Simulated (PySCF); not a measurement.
Compound: C4H9PSe.
Z-matrix (Å and degrees, PBE0-D3(BJ)/def2-SVP geometry), rows numbered from 1:
```
C 
C   1  1.4876
C   2  1.3368  1  125.69
P   3  1.8069  2  121.58  1   179.52
C   4  1.8229  3  104.77  2  -128.61
Se  4  2.0974  3  116.43  2    -0.34
H   1  1.0995  2  112.50  3     0.14
H   1  1.1027  2  110.38  3  -121.37
H   1  1.1026  2  110.32  3   121.60
H   2  1.1004  1  117.42  3   179.99
H   3  1.0979  2  121.51  1    -0.39
H   4  1.4257  3  102.27  2   125.96
H   5  1.1011  4  111.13  3   -52.43
H   5  1.0989  4  108.49  3  -173.43
H   5  1.0988  4  108.05  3    68.61
```

Method: PySCF, TDDFT wB97X-D/def2-SVPD, vertical, gas phase, core orbitals frozen in the response. The wB97X-D/def2-SVPD calculation is non-relativistic and has no spin–orbit coupling, an omission that weighs most on selenium.

Problem. Predict the UV-vis stick spectrum at this level.

Solution. 

```
state  E (eV)  E (hartree)       f     main configurations (H = HOMO, L = LUMO)
   S1    4.86       0.1785  0.0003                                  H-1→L (95%)
   S2    4.93       0.1813  0.0096                                    H→L (92%)
   S3    5.04       0.1852   0.017                                  H→L+1 (81%)
   S4    5.10       0.1876   0.021                                H-1→L+1 (81%)
   S5    5.81       0.2133   0.011                     H→L+2 (49%), H→L+4 (18%)
   S6    5.98       0.2198   0.067                 H-1→L+2 (55%), H-1→L+3 (12%)
   S7    6.28       0.2310   0.049         H→L+5 (26%), H→L+4 (21%), H→L+2 (9%)
   S8    6.38       0.2343   0.022    H-1→L+4 (18%), H-1→L+6 (13%), H→L+6 (12%)
   S9    6.46       0.2375  0.0067  H-1→L+6 (43%), H-1→L+5 (18%), H-1→L+9 (14%)
  S10    6.68       0.2456   0.196       H→L+6 (46%), H-2→L (12%), H-1→L+4 (9%)
```

Triplets, Tamm–Dancoff:

```csv
state,E (eV),λ (nm),"main configurations (H = HOMO, L = LUMO)"
T1,4.36,284.5,H-2→L (83%)
T2,4.51,275.2,H→L+1 (78%)
T3,4.58,270.8,H-1→L+1 (77%)
T4,4.78,259.2,H-1→L (95%)
```

The lowest singlet lies at 4.86 eV (255 nm, ultraviolet) and is dark (f under 0.0005); its leading configuration is HOMO-1→LUMO (95%). The strongest level in the table is S10 at 6.68 eV (186 nm, f = 0.196). It is the last of those listed, so stronger ones may follow. Löwdin shares by element: HOMO selenium 78%, phosphorus 15%; LUMO carbon 62% or more, phosphorus 11% (atoms not listed hold the other 27%). The listed states span 1.83 eV, and the widest gap between neighbours is 0.70 eV (S4 to S5). The oscillator strengths of these states sum to 0.399; summed over the whole spectrum of an exact calculation they would give the number of electrons, 82 (Thomas–Reiche–Kuhn). Orbital energies (eV): HOMO-3 -11.25, HOMO-2 -9.92, HOMO-1 -7.88, HOMO -7.81, LUMO 1.03, LUMO+1 1.84, LUMO+2 2.07. No computed singlet lies in the visible range (380 to 750 nm); the lowest, at 255 nm, stands 1.59 eV above its violet end (3.26 eV). All these states lie below the vertical ionisation energy of 8.04 eV (ΔSCF). Singlets were solved by full linear response, triplets in the Tamm–Dancoff approximation.

One conformer stands for the species.
